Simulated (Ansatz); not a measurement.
A nudged elastic band was laid between two geometries of CH₈AlNO₂Si (14 atoms, charge 0, multiplicity 1).

Computed with RKS PBE/def2-SVP (Ansatz 0.2.0).

```json
{
  "movable images": "9",
  "climbing image": "yes",
  "spring": "5.0 eV/Å²",
  "optimiser": "quadratic models (default)",
  "start path": "through a guess of the saddle point",
  "force threshold": "0.03 eV/Å",
  "iteration limit": "53",
  "end points": "relaxed"
}
```

Image 0:

```xyz
14
Properties=species:S:1:pos:R:3
N -1.994 0.382 -0.835
C -1.184 0.530 0.392
Si 0.465 -0.374 0.004
O 0.117 -1.989 0.411
O 0.586 -0.121 -1.661
Al 2.616 0.401 0.914
H -2.766 1.060 -0.868
H -2.425 -0.551 -0.860
H -0.958 1.609 0.537
H -1.672 0.175 1.329
H 0.824 -2.612 0.167
H -0.341 0.157 -1.910
H 2.804 1.852 1.584
H 3.914 -0.548 0.825
```

Image 10:

```xyz
14
Properties=species:S:1:pos:R:3
N -2.417 0.188 -0.272
C -1.231 0.679 0.456
Si 0.394 -0.166 -0.079
O -0.052 -1.802 0.085
O 0.759 0.196 -1.701
Al 2.565 0.344 0.987
H -2.337 0.419 -1.272
H -2.429 -0.841 -0.230
H -1.151 1.781 0.331
H -1.388 0.519 1.546
H 0.644 -2.432 -0.172
H 0.017 0.107 -2.329
H 2.884 1.748 1.703
H 3.730 -0.769 0.975
```

Which bonds break or form, and what moves?

No bond is made or broken. The height of N1 over the plane of its neighbours goes from -0.38 to 0.41 Å.

What energy profile does the band end with?

The forces met the threshold. The highest image is number 6 of 0 to 10, 0.281 eV above the first end and 0.097 eV above the last; the last end lies 0.184 eV above the first. A vibrational analysis at the climbing image gives one clearly imaginary mode, 543i cm⁻¹: a first-order saddle point.

| image | path coordinate (Å) | energy (eV) | height of N1 over the plane of its neighbours (Å) |
| --- | --- | --- | --- |
| 0 | 0.00 | 0.000 | -0.38 |
| 1 | 0.16 | 0.001 | -0.38 |
| 2 | 0.32 | 0.008 | -0.37 |
| 3 | 0.48 | 0.036 | -0.33 |
| 4 | 0.63 | 0.118 | -0.22 |
| 5 | 0.79 | 0.232 | -0.06 |
| 6 | 0.95 | 0.281 | 0.11 |
| 7 | 1.42 | 0.211 | 0.36 |
| 8 | 1.89 | 0.195 | 0.39 |
| 9 | 2.36 | 0.187 | 0.40 |
| 10 | 2.83 | 0.184 | 0.41 |

What is the geometry of the highest image?


```xyz
14
Properties=species:S:1:pos:R:3
N -2.181 0.357 -0.602
C -1.234 0.492 0.492
Si 0.436 -0.340 0.023
O 0.127 -1.980 0.355
O 0.553 -0.040 -1.643
Al 2.615 0.407 0.898
H -2.386 1.143 -1.213
H -2.427 -0.568 -0.946
H -1.067 1.571 0.688
H -1.639 0.072 1.443
H 0.846 -2.577 0.081
H -0.373 0.138 -1.937
H 2.846 1.895 1.466
H 3.872 -0.600 0.924
```

What are the harmonic wavenumbers there?

543i, 47, 81, 91, 100, 211, 227, 255, 289, 306, 360, 401, 464, 517, 572, 637, 696, 742, 789, 838, 859, 947, 974, 1086, 1213, 1270, 1376, 1533, 1832, 1846, 2939, 3031, 3501, 3543, 3669, 3749 cm⁻¹.

The band took 23 iterations and about 13 core-minutes.

Run time: 7 min on 2 threads of Intel(R) Xeon(R) Platinum 8488C (Sapphire Rapids) (shared host), peak memory 0.19 GiB.
